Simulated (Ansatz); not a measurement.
A run for Ansatz (an electronic-structure program): R-CCSD(T)/cc-pV(T+d)Z on ClFH4OSi2 (SMILES F[SiH](Cl)O[SiH3]). The basis file is the Basis Set Exchange's JSON of that set.

Ansatz 0.2 input:
```yaml
crystal:
  periodic: [false, false, false]
  atoms:
    - {symbol: Si, position_ang: [1.38038973, -0.67055910, 0.22437790]}
    - {symbol: O, position_ang: [-0.20568208, -0.41920121, 0.24865646]}
    - {symbol: Si, position_ang: [-1.49943776, 0.52403089, -0.15612800]}
    - {symbol: F, position_ang: [1.77976070, -1.42662585, -1.11619826]}
    - {symbol: Cl, position_ang: [2.38433573, 1.11370698, 0.23964336]}
    - {symbol: H, position_ang: [1.79183685, -1.48968244, 1.36174798]}
    - {symbol: H, position_ang: [-2.67801043, -0.02089486, 0.54609159]}
    - {symbol: H, position_ang: [-1.70739196, 0.47322100, -1.61850005]}
    - {symbol: H, position_ang: [-1.24570076, 1.91600460, 0.27040902]}
basis:
  gaussian:
    orbitals: cc-pV_T+d_Z.json
magnetization: {spin_polarized: false}
correlation: {method: ccsd_t, electrons: outside_noble_gas}
scf: {lower_state_search: off}
```

Program output:

```
WARN ansatz: RAYON_NUM_THREADS=4 ignored (pool sized by the plan → 4); use --threads N
Functional definition: HF
these checks for a lower state are left out or cut short: stability, starts, cluster_reference, orbital_swaps, neighbouring_geometries, increment
integrals: 1.26 GiB planned
1383 factors; integrals over basis functions are off by at most 1.3e-3 eV
mean field: 0.99 GiB planned
mean field evaluation 1: about -33040.4460 eV, gradient 4.3e1 eV
mean field evaluation 2: about -33040.6867 eV, gradient 4.3e1 eV
mean field evaluation 4: about -33044.2147 eV, gradient 3.2e0 eV
mean field evaluation 8: about -33044.2628 eV, gradient 2.4e-1 eV
mean field -33044.26306533 eV, -1214.3542694451 hartree, gradient 3.3e-6 eV, S^2 0.000000; 0 other end points of the search recorded, 0 dependent functions left out
17 core orbitals not correlated
reference -33044.26306533 eV, -1214.3542694451 hartree; 16, 16 occupied and 200, 200 virtual orbitals, 1383 factors
second order -24.81901656 eV of doubles, -0.00000000 eV of singles
coupled cluster: 3.90 GiB planned
cycle   1  -25.29848224 eV  change   -4.8e-1 eV  update   1.0e-1
cycle   2  -25.88114994 eV  change   -5.8e-1 eV  update   3.0e-2
cycle   3  -26.00963465 eV  change   -1.3e-1 eV  update   1.5e-2
cycle   4  -25.99252084 eV  change    1.7e-2 eV  update   2.9e-3
cycle   5  -25.99145334 eV  change    1.1e-3 eV  update   1.2e-3
cycle   6  -25.99211129 eV  change   -6.6e-4 eV  update   3.2e-4
cycle   7  -25.99186933 eV  change    2.4e-4 eV  update   1.1e-4
cycle   8  -25.99183181 eV  change    3.8e-5 eV  update   2.9e-5
perturbative correction -0.89027095 eV, -0.0327168539 hartree
Total energy: -33071.14516810 eV, -1215.3421685002 hartree
Checks for a lower state left out: stability, starts, cluster_reference, orbital_swaps, neighbouring_geometries, increment
```

The run converged.

Cost: about 3 core-minutes (a rough figure).
